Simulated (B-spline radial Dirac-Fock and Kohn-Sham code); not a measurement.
## Fe²⁺ 2p1/2: cross section and angular parameters

System: Fe²⁺ in the configuration [Ar] 3d6; threshold 752.4 eV (orbital energy of the model). Model: Dirac-Hartree-Slater photoionisation with a Latter tail; cross sections with all multipoles, angular parameters from the dipole term and its interference with E2. Program: a radial B-spline solver.

For linearly polarised light dσ/dΩ = σ/(4π) [1 + β P₂(cos θ) + (δ + γ cos²θ) sin θ cos φ], with θ from the polarisation vector and φ the angle between the beam and the projection of the electron momentum on the plane normal to the polarisation.

```
hν (eV)  σ (kb)      β       γ      δ
    829     345  1.062  -0.108  0.007
    903     276  1.242  -0.080  0.010
   1130     158  1.418   0.065  0.018
   1240     124  1.443   0.133  0.021
 1253.6       ?      ?       ?      ?
 1486.9    76.3  1.455   0.266  0.026
   1720    50.9  1.441   0.372  0.030
   1910    37.9  1.423   0.448  0.034
   2030    31.8  1.410   0.492  0.036
   2120    28.0  1.400   0.523  0.038
   2290    22.4  1.379   0.578  0.042
   2790    12.4  1.317   0.714  0.053
   4000    4.10  1.174   0.945  0.080
   4580    2.67  1.114   1.026  0.094
 5414.7    1.56  1.037   1.120  0.114
   6050    1.08  0.985   1.179  0.129
 8047.8   0.419  0.850   1.323  0.173
  12300  0.0977  0.658   1.513  0.260
```

**Question.** Give the values at Mg Kα (1253.6 eV).

**Answer.** σ = 121 kb, β = 1.445, γ = 0.141, δ = 0.021.

Values without a named source are computed, but for edge energies of neutral atoms, which are taken from tables.
